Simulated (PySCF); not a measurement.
# Two-component Hartree-Fock for Eu⁴⁶⁺ (europium, charge +46)

Start: [Ne] 3s2 3p5; 3p1/2 filled at m_j = +1/2; 3p3/2 filled at m_j = -3/2, -1/2, +1/2, +3/2. Calculated with PySCF 2.14 in an uncontracted even-tempered set (18 s from 11 bohr⁻², ratio 2.4; 14 p from 15 bohr⁻², ratio 2.4; 4 d from 54 bohr⁻², ratio 2.6; 4 f from 81 bohr⁻², ratio 2.6): generalised Hartree-Fock with the X2C-1e Hamiltonian and a Gaussian nucleus; one run each with spin-orbit coupling (SO) screened by Boettger's factors, then bare. This is a chosen level, not necessarily the ground level.

| spinor shell | electrons | ε, screened SO (eV) | ε, bare SO (eV) | weight of nominal j (bare SO) | rms radius, bare SO (bohr) |
| --- | --- | --- | --- | --- | --- |
| 1s1/2 | 2 | -51740.1 | -51739.8 | 1.000 | 0.0254 |
| 2s1/2 | 2 | -10997.6 | -10997.6 | 1.000 | 0.101 |
| 2p1/2 | 2 | -10587.0 | -10604.4 | 1.000 | 0.0867 |
| 2p3/2 | 4 | -9927.5 | -9921.3 | 1.000 | 0.0928 |
| 3s1/2 | 2 | -4253.4 | -4253.4 | 1.000 | 0.246 |
| 3p1/2 | 1 | -4100.8 | -4105.1 | 1.000 | 0.234 |
| 3p3/2 | 4 | -3928.0 | -3926.5 | 1.000 | 0.245 |

```
   quantity  screened SO      bare SO
E (hartree)  -8889.43491  -8889.73601
        M_J          1/2          1/2
       ⟨J²⟩        0.751        0.751
       ⟨L²⟩        2.020        2.022
       ⟨S²⟩        0.769        0.770
```

Each row is a mean over spinors that exchange with the open shell spreads, by up to 16.183 eV (2p1/2).

Breit and QED terms are absent; they matter most for the inner s and p1/2 levels.

Densities and radii are taken from the X2C orbitals without a picture-change correction, which distorts them close to the nucleus.
